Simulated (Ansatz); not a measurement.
Saddle point of SiH5SOF, singlet (SiH₃OF ([OH][SiH2][F]) + H₂S → SiH₄SO ([OH][SiH2][SH]) + HF; bonds formed: Si1–S7, F2–H6; bonds broken: Si1–F2, H6–S7), PBE0-D4/def2-TZVP structure:

| atom | x (Å) | y (Å) | z (Å) |
| --- | --- | --- | --- |
| Si1 | -0.7170 | -0.1112 | 0.0259 |
| F2 | 0.5687 | 0.6353 | -1.2312 |
| H3 | -1.4620 | -0.6277 | -1.1420 |
| H4 | -1.2733 | -0.8022 | 1.2216 |
| O5 | -0.8885 | 1.4156 | 0.6002 |
| H6 | 1.3270 | -0.2914 | -0.8150 |
| S7 | 1.2488 | -1.4829 | 0.1160 |
| H8 | -0.5294 | 2.1003 | 0.0304 |
| H9 | 1.7258 | -0.8358 | 1.1941 |

Energies are electronic, without zero-point energy. Barriers and step energies count from the start structure reached by relaxing down the imaginary mode; all methods use the PBE0-D4 structures, on which another method's saddle can fall below an end. Ansatz 0.2.0; basis: def2-TZVPP, with def2-QZVPP for the basis limit; cores frozen in the correlated methods. B3LYP uses VWN-RPA correlation. Extrapolation: Hartree–Fock as exp(−7.88 √X), correlation as X^−2.97.

```json
{"method": "SPW92", "barrier (kJ/mol)": "104.3", "step energy (kJ/mol)": "29.1"}
{"method": "PBE-D4", "barrier (kJ/mol)": "?", "step energy (kJ/mol)": "39.4"}
{"method": "BLYP-D4", "barrier (kJ/mol)": "161.6", "step energy (kJ/mol)": "55.6"}
{"method": "r2SCAN-D4", "barrier (kJ/mol)": "157.2", "step energy (kJ/mol)": "54.2"}
{"method": "B97M-V", "barrier (kJ/mol)": "178.5", "step energy (kJ/mol)": "63.7"}
{"method": "PBE0-D4", "barrier (kJ/mol)": "?", "step energy (kJ/mol)": "46.1"}
{"method": "B3LYP-D4", "barrier (kJ/mol)": "178.6", "step energy (kJ/mol)": "60.3"}
{"method": "r2SCAN0-D4", "barrier (kJ/mol)": "173.3", "step energy (kJ/mol)": "56.5"}
{"method": "BHLYP-D4", "barrier (kJ/mol)": "205.6", "step energy (kJ/mol)": "69.1"}
{"method": "CAM-B3LYP-D4", "barrier (kJ/mol)": "184.7", "step energy (kJ/mol)": "65.9"}
{"method": "wB97X-V", "barrier (kJ/mol)": "180.4", "step energy (kJ/mol)": "61.2"}
{"method": "wB97M-V", "barrier (kJ/mol)": "176.2", "step energy (kJ/mol)": "60.9"}
{"method": "B2PLYP", "barrier (kJ/mol)": "185.8", "step energy (kJ/mol)": "64.9"}
{"method": "PBE-QIDH", "barrier (kJ/mol)": "177.5", "step energy (kJ/mol)": "54.6"}
{"method": "RPA on PBE", "barrier (kJ/mol)": "188.8", "step energy (kJ/mol)": "70.4"}
{"method": "HF", "barrier (kJ/mol)": "271.5", "step energy (kJ/mol)": "94.2"}
{"method": "MP2", "barrier (kJ/mol)": "?", "step energy (kJ/mol)": "59.5"}
{"method": "CCSD", "barrier (kJ/mol)": "205.1", "step energy (kJ/mol)": "70.0"}
{"method": "CCSD(T)", "barrier (kJ/mol)": "189.9", "step energy (kJ/mol)": "64.1"}
```

Question: Fill in the withheld barriers. (Judge from chemistry; the value comes from the calculation.)

Answer: By the calculation: MP2 181.1; PBE0-D4 159.6; PBE-D4 135.7 kJ/mol. Each is the energy of the saddle less that of the start structure, by the same method.

For comparison, the barrier by CCSD(T) at an estimated basis limit (MP2 extrapolated from triple and quadruple zeta, plus CCSD(T) − MP2 in triple zeta) is 187.0 kJ/mol.

No T1 diagnostic of these runs exceeds 0.013.

Labels in which every atom is bracketed show which atoms are joined, not bond orders.

For scale, one of the runs: CCSD(T)/def2-TZVPP, 216 basis functions, launched by `ansatz run in.yaml --threads 4 --pin off --events-out ev --progress --plain --max-ram 9574MiB`. The run took 94 s on 4 CPU threads of an Intel Xeon (shared host), with 3.1 GiB of host memory at its peak.
